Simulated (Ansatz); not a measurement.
CH6SSiSn, SMILES `C1[SiH2][SnH2][S]1`, relaxed with RKS PBE-D4/def2-SVP in the Gaussian-basis code of Ansatz from a rough embedded geometry. The force threshold is 0.03 eV/Å; the program also tests the step.

Total charge 0; spin multiplicity 1. Sn: def2 effective core potential.

Start:

```xyz
10

C    -0.636   -1.124   -0.544
Si    0.931   -0.211   -0.559
Sn   -0.111    1.321    1.005
S    -1.842   -0.219    0.618
H    -1.113   -1.197   -1.584
H    -0.513   -2.208   -0.171
H     2.034   -0.941    0.056
H     1.173    0.447   -1.853
H     0.548    1.224    2.691
H    -0.472    2.906    0.341
```

(1) How much energy does the relaxation release, and in how many steps? (Estimate.)

(2) Which bonds change most? (Estimate.)

(3) Give the relaxed structure. (Estimate.)

## Answers

(1) Computed: 14.26 kcal/mol, in 5 steps, 1 of them rejected.

(2) The calculation gave: Si2–Sn3 from 2.425 to 2.575 Å; Sn3–S4 from 2.349 to 2.489 Å; C1–Si2 from 1.814 to 1.923 Å; Sn3–H9 from 1.812 to 1.735 Å.

(3) Ansatz gave: 
```xyz
10

C    -0.690   -1.182   -0.555
Si    0.982   -0.234   -0.605
Sn   -0.071    1.414    1.069
S    -1.843   -0.267    0.586
H    -1.152   -1.242   -1.563
H    -0.556   -2.218   -0.182
H     2.152   -1.054   -0.125
H     1.319    0.314   -1.968
H     0.388    1.447    2.741
H    -0.529    3.021    0.603
```
